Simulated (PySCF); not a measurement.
## Zn⁺ (zinc, charge +1) across methods

[Ar] 3d9 4s2, 2D determinant (an excited configuration). Calculation: PySCF 2.14, in aug-cc-pwCVTZ-PP with ECP10MDF (8s8p7d4f3g, 122 functions); a scalar-relativistic core potential.

| method | E (hartree) | mean ε 3d β (eV) | mean ε 4s α (eV) | mean ε 4s β (eV) | Σ⟨r²⟩ (bohr²) | ⟨S²⟩ |
| --- | --- | --- | --- | --- | --- | --- |
| wB97X-V | -226.4404 | -31.516 | -19.121 | -18.930 | 24.85 | 0.751 |
| HSE06 | -226.4354 | -28.638 | -16.545 | -16.323 | 24.74 | 0.751 |
| r2SCAN | -226.3795 | -26.278 | -16.291 | -16.060 | 24.67 | 0.751 |
| PBE0 | -226.4391 | -29.072 | -16.852 | -16.628 | 24.79 | 0.751 |
| M06-2X | -226.5786 | -32.598 | -17.074 | -17.024 | 25.22 | 0.751 |
| LDA | -226.0754 | -26.085 | -16.312 | -16.097 | 24.67 | 0.751 |
| PBE | -226.4854 | -25.956 | -15.973 | -15.753 | 24.79 | 0.751 |
| UHF | -225.43014 | -37.500 | -18.664 | -18.395 | 25.27 | 0.751 |

Energies and moments cover only the electrons outside the core potential.
